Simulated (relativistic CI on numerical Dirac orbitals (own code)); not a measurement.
What each ingredient does to the levels of Cs⁵¹⁺

Base calculation: Dirac-Coulomb-Breit CI, separate exchange-only KLI orbitals for each configuration, QED by a radiative potential, unscaled Slater integrals.

CI space (outside the closed core 1s2): 2s2, 2s 2p, 2p2, 2p 3s, 2p 3p, 2s 3s, 2s 3p, 2s 3d, 2s 4s, 2s 4p, 2s 4d, 2s 4f, 2s 5s, 3s2, 2s 5p, 2s 5d, 2s 5f, 2s 5g, 3s 3p, 3p2. Levels of other configurations are missing.

Variants: (1) configuration mixing switched off; (2) QED terms removed. Shifts of the energy above 2s2 1S_0, in eV, for the lowest level and the first level of each name with at least 55 % of one term (blank where a level changes its place among those of its configuration and J or its character, or is not in the variant):

```
      Level     Base    Δ(1)    Δ(2)
   2s2 1S_0     0.00    0.00    0.00
2s 2p 3P°_0   107.40   -9.99   +6.49
2s 2p 3P°_1   131.19   -9.97   +6.49
   2p2 3P_0   310.61  -15.69  +13.04
2s 2p 3P°_2   502.94  -10.02   +5.84
2s 2p 1P°_1   568.78   -9.93   +5.86
   2p2 3P_1   676.38  -10.01  +12.64
   2p2 1D_2   692.35   -9.70  +12.63
   2p2 3P_2  1081.22   -9.82  +11.99
   2p2 1S_0  1131.08  -13.94  +11.95
 2s 3s 3S_1  5633.61   -8.57   +4.63
 2s 3s 1S_0  5655.69   -6.42   +4.72
2s 3p 3P°_0  5686.06   -9.80   +6.60
2s 3p 3P°_1  5686.99   -8.97   +6.62
2p 3s 3P°_1  5766.21   -3.73  +10.63
2p 3s 3P°_0  5770.14  -10.26  +11.45
 2p 3p 3D_1  5799.13   -6.42  +12.44
2s 3p 3P°_2  5802.34   -9.95   +6.40
2s 3p 1P°_1  5813.23  -15.79   +7.20
 2s 3d 3D_1  5830.65  -13.58   +7.64
 2s 3d 3D_2  5831.22   -9.51   +6.66
 2p 3p 3P_0  5837.35  -12.25  +13.33
```

At this charge energies of transitions that change n are usually good to better than 1 %, and those within a shell (Δn = 0) to a few per cent.

Ionisation energy from the two ground configurations alone: base 9973.74 eV; QED terms removed 9980.63 eV. The NIST ASD value (theoretical) is 9974 eV.

LS names give the leading component of a level, which can be under half, so a name can repeat, a term be missing and a line seem to break the LS rules.
